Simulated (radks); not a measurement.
Question: The gallium ion Ga+, 30 electrons, occupied as [Ar] 3d10 4s2. All-electron calculation, scalar-relativistic Kohn-Sham, BLYP, spin-unpolarised, spherical densities, finite nucleus; Fermi nuclear charge, rms radius 3.9973 fm. Program: a radial shooting solver on a logarithmic mesh with Libxc functionals. Some entries of the table are withheld. Estimate them.

orbital  occ.  eigenvalue (eV)  <1/r> (bohr^-1)
1s          2        -10240.96            31.30
2s          2              (1)            6.845
2p          6        -1107.576            6.715
3s          2        -156.1145            2.185
3p          6              (2)            2.031
3d         10         -27.3321            1.651
4s          2         -16.3682           0.5879
4p          0              (3)           0.4482

Answer: 
(1) 2s eigenvalue (eV): -1270.795
(2) 3p eigenvalue (eV): -106.9494
(3) 4p eigenvalue (eV): -9.1114
